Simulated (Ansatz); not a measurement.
# Relative stability

The two ends of one reaction step of BH$_{4}$O$_{3}$F, closed shell (PBE0-D4/def2-TZVP).

A:

| atom | x (Å) | y (Å) | z (Å) |
| --- | --- | --- | --- |
| B1 | -0.4692 | 0.1561 | -0.3865 |
| O2 | 0.6712 | 0.7848 | 0.0877 |
| O3 | -0.7521 | -1.1080 | 0.0041 |
| O4 | -1.2705 | 0.8486 | -1.2400 |
| H5 | 1.5070 | -0.2090 | 1.1061 |
| F6 | 1.6577 | -1.0148 | 1.5780 |
| H7 | 0.7886 | 1.6778 | -0.2428 |
| H8 | -0.0972 | -1.4758 | 0.6116 |
| H9 | -2.0356 | 0.3402 | -1.5182 |

B:

B1  (-0.674, -0.437, 0.323)
O2  (1.735, 0.948, -0.440)
O3  (-0.802, -1.540, -0.454)
O4  (-1.228, 0.751, -0.038)
H5  (2.079, 0.874, 0.454)
F6  (-0.051, -0.489, 1.503)
H7  (0.956, 1.506, -0.353)
H8  (-0.342, -2.307, -0.107)
H9  (-1.673, 0.694, -0.887)
(Å)

Computed with Ansatz 0.2.0 (basis: def2-TZVPP); correlated methods freeze the cores. B3LYP uses VWN-RPA correlation.

(1) Which structure is lower at CCSD(T), and by how much? (Judge from chemistry; the value comes from the calculation.)

(2) Do the other methods give the same order? (Judge from chemistry; the calculation decides.)

No T1 diagnostic of these runs exceeds 0.012.

## Answers

(1) By the calculation: A, by 0.079 eV (electronic energy, against the other). By their contacts, A is a complex of BH₃O₃ ([OH][B]([OH])[OH]) + HF and B is a complex of BH₂O₂F ([OH][B]([OH])[F]) + H₂O.

(2) Computed: Not all: HF gives the other order.

```json
{"method": "SPW92", "E(B) − E(A) (eV)": "0.321"}
{"method": "PBE-D4", "E(B) − E(A) (eV)": "0.135"}
{"method": "BLYP-D4", "E(B) − E(A) (eV)": "0.094"}
{"method": "r2SCAN-D4", "E(B) − E(A) (eV)": "0.092"}
{"method": "B97M-V", "E(B) − E(A) (eV)": "0.034"}
{"method": "PBE0-D4", "E(B) − E(A) (eV)": "0.128"}
{"method": "B3LYP-D4", "E(B) − E(A) (eV)": "0.098"}
{"method": "r2SCAN0-D4", "E(B) − E(A) (eV)": "0.101"}
{"method": "BHLYP-D4", "E(B) − E(A) (eV)": "0.086"}
{"method": "CAM-B3LYP-D4", "E(B) − E(A) (eV)": "0.127"}
{"method": "wB97X-V", "E(B) − E(A) (eV)": "0.084"}
{"method": "wB97M-V", "E(B) − E(A) (eV)": "0.082"}
{"method": "B2PLYP", "E(B) − E(A) (eV)": "0.094"}
{"method": "PBE-QIDH", "E(B) − E(A) (eV)": "0.122"}
{"method": "RPA on PBE", "E(B) − E(A) (eV)": "0.041"}
{"method": "HF", "E(B) − E(A) (eV)": "-0.044"}
{"method": "MP2", "E(B) − E(A) (eV)": "0.106"}
{"method": "CCSD", "E(B) − E(A) (eV)": "0.060"}
{"method": "CCSD(T)", "E(B) − E(A) (eV)": "0.079"}
```

Labels in which every atom is bracketed show which atoms are joined, not bond orders.

For scale, one of the runs: CCSD(T)/def2-TZVPP, 211 basis functions, launched by `ansatz run in.yaml --threads 4 --pin off --events-out ev --progress --plain --max-ram 9574MiB`. The run took 110 s on 4 CPU threads of an Arm Neoverse V1 (shared host), with 3.4 GiB of host memory at its peak.
